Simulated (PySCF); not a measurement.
Choosing a molecule for a target property.

Species are written as SMILES; each is one conformer at its optimised geometry, gas phase, non-relativistic unless stated. Electronic properties by PySCF.

The conformers computed, where there is a choice (atom-mapped SMILES and torsion angles):
- `[CH3:1][C:2](=[O:3])[C:4]#[C:5][Si@H:6]([NH2:7])[SiH3:8]`: H–N7–Si6–C5 61°, H–N7–Si6–C5 -78°
- `[CH:1]#[C:2][Si@@H:3]([F:4])[NH:5][SiH2:6][CH2:7][F:8]`: C2–Si3–N5–Si6 24°, Si3–N5–Si6–C7 157°, N5–Si6–C7–F8 52°
- `[O:1]=[CH:2][C:3]#[C:4][CH2:5][N:6]([SiH3:7])[SiH3:8]`: C4–C5–N6–Si7 -81°
- `[CH2:1]=[CH:2][CH2:3]/[CH:4]=[N:5]/[SiH2:6][PH2:7]`: C1–C2–C3–C4 -22°, C2–C3–C4–N5 120°, C4–N5–Si6–P7 103°, H–P7–Si6–N5 156°, H–P7–Si6–N5 63°
- `[CH:1]#[C:2][C:3]([F:4])([F:5])[SiH2:6][SiH2:7][NH2:8]`: C2–C3–Si6–Si7 179°, C3–Si6–Si7–N8 178°, H–N8–Si7–Si6 -52°, H–N8–Si7–Si6 170°
- `[CH3:1][O:2][SiH2:3][C@@H:4]1[CH2:5][Si@H:6]1[C:7]#[N:8]`: C1–O2–Si3–C4 -177°, O2–Si3–C4–C5 54°
- `[F:1][CH2:2][C:3]1([CH2:4][F:5])[C@@H:6]2[CH2:7][C@H:8]12`: F1–C2–C3–C4 173°, C2–C3–C4–F5 53°
- `[F:1][CH2:2]/[CH:3]=[C:4]1\[CH:5]=[CH:6][CH2:7][O:8]1`: F1–C2–C3–C4 0°

Question: Wanted: lowest triplet excitation (Tamm–Dancoff) between 4.45 eV and 5.1 eV (TDA CAM-B3LYP/def2-SVPD) and HOMO energy below -8.9 eV (CAM-B3LYP/def2-SVPD), at GFN2-xTB geometries. Which candidate meets both?
A. `CO[SiH2][C@@H]1C[Si@H]1C#N`
B. `C#CC(F)(F)[SiH2][SiH2]N`
C. `Cc1c(Cl)cnn1[SiH3]`
D. `O=CC#CCN([SiH3])[SiH3]`
E. `C=CC/C=N/[SiH2]P`
F. `C#C[Si@@H](F)N[SiH2]CF`
G. `CC(=O)C#C[Si@H](N)[SiH3]`

Answer: F. Computed values:
| species | lowest triplet excitation (Tamm–Dancoff) | HOMO energy |
| --- | --- | --- |
| O=CC#CCN([SiH3])[SiH3] | 3.32 eV | -8.85 eV |
| CC(=O)C#C[Si@H](N)[SiH3] | 3.45 eV | -9.17 eV |
| C=CC/C=N/[SiH2]P | 3.69 eV | -8.39 eV |
| Cc1c(Cl)cnn1[SiH3] | 4.39 eV | -8.10 eV |
| CO[SiH2][C@@H]1C[Si@H]1C#N | 4.51 eV | -8.59 eV |
| C#C[Si@@H](F)N[SiH2]CF | 5.02 eV | -9.27 eV |
| C#CC(F)(F)[SiH2][SiH2]N | 5.17 eV | -8.96 eV |

Question: Wanted: electronic spatial extent ⟨r²⟩ about the centre of nuclear charge between 1600 bohr² and 1800 bohr² (CAM-B3LYP/def2-SVPD) and static isotropic polarisability below 113 au (CAM-B3LYP/def2-SVPD), at GFN2-xTB geometries. Which candidate meets both?
A. `C#C[Si@@H](F)N[SiH2]CF`
B. `O=CC#CCN([SiH3])[SiH3]`
C. `C#CC(F)(F)[SiH2][SiH2]N`
D. `CC(=O)C#C[Si@H](N)[SiH3]`
E. `CC1=C(Cl)C=NN1[SiH3]`
F. `FCC1(CF)[C@@H]2C[C@@H]21`
G. `CO[SiH2][C@@H]1C[Si@H]1C#N`

Answer: C. Computed values:
```
                   species  electronic spatial extent ⟨r²⟩ about the centre of nuclear charge  static isotropic polarisability
  FCC1(CF)[C@@H]2C[C@@H]21                                                          943 bohr²                          66.7 au
      CC1=C(Cl)C=NN1[SiH3]                                                         1514 bohr²                          97.4 au
   C#CC(F)(F)[SiH2][SiH2]N                                                         1732 bohr²                          99.3 au
CO[SiH2][C@@H]1C[Si@H]1C#N                                                         1843 bohr²                         106.2 au
    C#C[Si@@H](F)N[SiH2]CF                                                         1854 bohr²                          89.2 au
    O=CC#CCN([SiH3])[SiH3]                                                         2011 bohr²                         109.5 au
  CC(=O)C#C[Si@H](N)[SiH3]                                                         2306 bohr²                         116.7 au
```

Question: Wanted: dipole moment between 1.4 D and 2.9 D (CAM-B3LYP/def2-SVPD) and HOMO–LUMO gap below 8.5 eV (CAM-B3LYP/def2-SVPD), at GFN2-xTB geometries. Which candidate meets both?
A. `FC/C=C1\C=CCO1`
B. `CC(=O)C#C[Si@H](N)[SiH3]`
C. `C=CC/C=N/[SiH2]P`
D. `O=CC#CCN([SiH3])[SiH3]`
E. `C#C[Si@@H](F)N[SiH2]CF`
F. `Cc1c(Cl)cnn1[SiH3]`

Answer: B. Computed values:
| species | dipole moment | HOMO–LUMO gap |
| --- | --- | --- |
| FC/C=C1\C=CCO1 | 1.11 D | 7.66 eV |
| C=CC/C=N/[SiH2]P | 1.67 D | 8.70 eV |
| CC(=O)C#C[Si@H](N)[SiH3] | 2.41 D | 8.33 eV |
| Cc1c(Cl)cnn1[SiH3] | 2.79 D | 9.01 eV |
| C#C[Si@@H](F)N[SiH2]CF | 2.95 D | 9.63 eV |
| O=CC#CCN([SiH3])[SiH3] | 3.57 D | 7.98 eV |
